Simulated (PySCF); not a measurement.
Field gradients at the hydrogen positions

Compound: C7H8P (charge -1).
Cartesian coordinates in Å at the GFN2-xTB level; atoms count from 1:
```xyz
16
C7H8P angstrom
C     -2.1346   -0.9220   -0.1367
C     -0.8300   -0.1740   -0.0382
C     -0.8263    1.2192   -0.0326
C      0.3880    1.8934    0.0379
C      1.5742    1.2054    0.0995
C      1.6046   -0.2043    0.0939
P      3.1544   -1.0416    0.1738
C      0.3619   -0.8628    0.0237
H     -2.9451   -0.3502    0.3158
H     -2.3927   -1.1011   -1.1834
H     -2.0676   -1.8886    0.3612
H     -1.7599    1.7682   -0.0804
H      0.3948    2.9798    0.0453
H      2.5149    1.7396    0.1551
H      2.6059   -2.3049    0.1344
H      0.3497   -1.9472    0.0193
```

Level: PBE0/pcSseg-1 (PySCF, non-relativistic); Q(2H) = 0.00286 b; rigid geometry, the same for H and D, with no vibrational averaging.

Question: Rank these positions by the coupling χzz of a deuteron there, largest first.
A. H9 (methyl hydrogen)
B. H14 (aromatic hydrogen)
C. H15 (P–H hydrogen)

Answer: B (220 kHz), A (211 kHz), C (159 kHz).

Tabulate Vzz, the asymmetry η and χzz = 234.96 MHz × Q × Vzz for every hydrogen position.

```tsv
atom	bonded to	bond length (Å)	Vzz (au)	η	χzz (kHz)
H9	C1	1.090	0.3147	0.02	211
H10	C1	1.093	0.3111	0.00	209
H11	C1	1.089	0.3154	0.02	212
H12	C3	1.084	0.3328	0.11	224
H13	C4	1.086	0.3254	0.06	219
H14	C5	1.083	0.3278	0.08	220
H15	P7	1.378	0.2361	0.16	159
H16	C8	1.085	0.3256	0.09	219
```

Average by the element that carries the hydrogen.

on C: 216 kHz over 7 positions, mean bond length 1.087 Å; on P: 159 kHz over 1 position, mean bond length 1.378 Å.

How does χzz go with the bond length over the 7 C–H bonds?

A straight-line fit has a slope of -14.2 kHz for each 0.01 Å, with a correlation coefficient of -0.95, over lengths from 1.083 to 1.093 Å. The longer bonds have the smaller couplings here.

Geometry: GFN2-xTB, one conformer, isolated ion. The pcSseg-1 basis has no diffuse functions, a weakness for an anion. The HOMO energy is positive at this level (+0.48 eV), so the outermost electrons may be held by the finite basis alone. GFN2-xTB bond lengths can be off by several hundredths of an ångström, more for odd bonds, and the gradients follow them. The basis is small and wasn't made for field gradients, so the couplings can be 20 % off.
